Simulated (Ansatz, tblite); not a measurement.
Removing an electron: Ga₆Sb₅H₁₈⁻, a cluster cut from wurtzite GaSb (hydrogen-capped). Charge -1, multiplicity 1. Geometry: PBE-D4/def2-SVP. Ansatz, gas phase; energy differences of separate SCF runs; the oxidised species was run as a doublet alone.

```xyz
29

Ga    0.438    1.461    2.964
Sb    0.648    2.385    0.434
Sb    2.851   -1.185    0.651
Ga    2.494    1.001   -0.876
Ga   -1.516    2.744   -1.144
Sb    1.142   -0.065   -2.942
Sb   -0.795   -0.877    2.463
Ga    0.865   -2.799    1.631
Ga   -3.211   -0.797    1.276
Sb   -2.490    0.237   -1.103
Ga   -1.228   -1.428   -2.769
H     1.913    1.180    3.493
H    -0.542    2.426    3.758
H     1.447    3.913    0.532
H     3.827   -0.612    1.943
H     4.117   -2.093   -0.097
H     3.864    1.670   -1.316
H    -2.513    3.722   -0.390
H    -0.987    3.085   -2.607
H     0.981    1.251   -4.034
H     2.310   -0.907   -3.898
H    -1.129   -1.440    4.060
H     1.547   -3.580    2.834
H     0.373   -3.545    0.324
H    -4.103    0.275    2.038
H    -3.722   -2.285    1.054
H    -3.983    0.434   -1.948
H    -0.778   -2.786   -2.090
H    -1.819   -1.385   -4.243
```

In the def2 sets Sb takes a core potential; there is no spin–orbit coupling. The xTB rows come from tblite. B3LYP takes the VWN-RPA correlation. Single mean-field runs in def2-TZVP are fitted with def2-universal-jkfit. HOMO above LUMO, or a gap near zero within one spin, warns that the state may not be the lowest or that an electron is smeared out.

```
             level  −HOMO (eV)  vertical IE (eV)  −LUMO (eV)  HOMO–LUMO gap (eV)
B3LYP-D4/def2-TZVP        3.66              5.00       -1.23                4.89
 PBE0-D4/def2-TZVP        3.87              5.04       -1.38                5.25
```

Question: Estimate the rows for GFN1-xTB, PBE-D4/def2-TZVP.

Answer: 
| level | −HOMO (eV) | vertical IE (eV) | −LUMO (eV) | HOMO–LUMO gap (eV) | remarks |
| --- | --- | --- | --- | --- | --- |
| GFN1-xTB | 7.58 | 9.10 | 3.99 | 3.59 | – |
| PBE-D4/def2-TZVP | 3.00 | 4.69 | -0.70 | 3.70 | gap within one spin near zero (doublet) |

  Raw xTB energy differences between charge states are shifted by several eV; the methods need an empirical correction for them.
